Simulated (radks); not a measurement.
The numbers below are computed, except where a source is named.
Yb, 70 electrons, occupied as [Xe] 4f14 6s2. Code: a radial shooting solver on a logarithmic mesh with Libxc functionals. Model: Dirac Kohn-Sham, PBE, spin-unpolarised, spherical densities, finite nucleus; Fermi nuclear charge, rms radius 5.3108 fm.

Unscreened Slater integrals over Kohn-Sham orbitals (hartree). Large and small components are both included.

| integral | value |
|---|---|
| F0(4f7/2,4f7/2) | 1.1956 |
| F2(4f7/2,4f7/2) | 0.54891 |
| F4(4f7/2,4f7/2) | 0.34103 |
| F6(4f7/2,4f7/2) | 0.24445 |
| F0(4f7/2,4f5/2) | 1.2111 |
| F2(4f7/2,4f5/2) | 0.55730 |
| F4(4f7/2,4f5/2) | 0.34646 |
| G2(4f7/2,4f5/2) | 0.55567 |
| G4(4f7/2,4f5/2) | 0.34549 |
| G6(4f7/2,4f5/2) | 0.24772 |
| F0(4f7/2,6s1/2) | 0.30223 |
| G3(4f7/2,6s1/2) | 0.0097829 |
| F0(4f7/2,5p3/2) | 0.72959 |
| F2(4f7/2,5p3/2) | 0.24002 |
| G2(4f7/2,5p3/2) | 0.12898 |
| G4(4f7/2,5p3/2) | 0.097246 |
| F0(4f5/2,4f5/2) | 1.2271 |
| F2(4f5/2,4f5/2) | 0.56605 |
| F4(4f5/2,4f5/2) | 0.35214 |
| F0(4f5/2,6s1/2) | 0.30270 |
| G3(4f5/2,6s1/2) | 0.0091286 |
| F0(4f5/2,5p3/2) | 0.73396 |
| F2(4f5/2,5p3/2) | 0.23778 |
| G2(4f5/2,5p3/2) | 0.12461 |
| G4(4f5/2,5p3/2) | 0.094541 |
| F0(6s1/2,6s1/2) | 0.23021 |
| F0(6s1/2,5p3/2) | 0.29088 |
| G1(6s1/2,5p3/2) | 0.021746 |
| F0(5p3/2,5p3/2) | 0.60636 |
| F2(5p3/2,5p3/2) | 0.32356 |
